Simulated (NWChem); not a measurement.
# C2H4O3Si; SMILES C[SiH]1OC(=O)O1

```xyz
10

C     -0.7412     2.2290     0.0000
Si     0.4665     0.8240     0.0000
O      0.1227    -0.4711    -1.0993
C     -0.0896    -1.2976     0.0000
O     -0.3881    -2.4529     0.0000
O      0.1227    -0.4711     1.0993
H     -0.5918     2.8660    -0.8961
H     -1.7812     1.8486     0.0000
H     -0.5918     2.8660     0.8961
H      1.9034     1.2301     0.0000
```
Atoms are numbered in this order, from 1.

Results from NWChem. Pople sets run with spherical d functions. The geometry was optimised at PBE-D3(BJ)/def2-SVP. Atomic charges in e: unrestrained fits to the electrostatic potential beside Mulliken populations; buried atoms are poorly determined by the fit.

For level Hartree-Fock/6-31G*:

```
Quantity      Value
------------  -----
Mulliken C1   -0.83
ESP Si2        1.22
Mulliken Si2   1.28
Mulliken O3   -0.77
ESP C4         1.00
Mulliken C4    1.10
Mulliken O5   -0.54
```

Task: How do the values read with level B3LYP/def2-SVP instead?

Result: 
| Quantity | Result |
|---|---|
| Mulliken C1 | -0.27 |
| ESP Si2 | 1.04 |
| Mulliken Si2 | 0.74 |
| Mulliken O3 | -0.41 |
| ESP C4 | 0.89 |
| Mulliken C4 | 0.37 |
| Mulliken O5 | -0.16 |
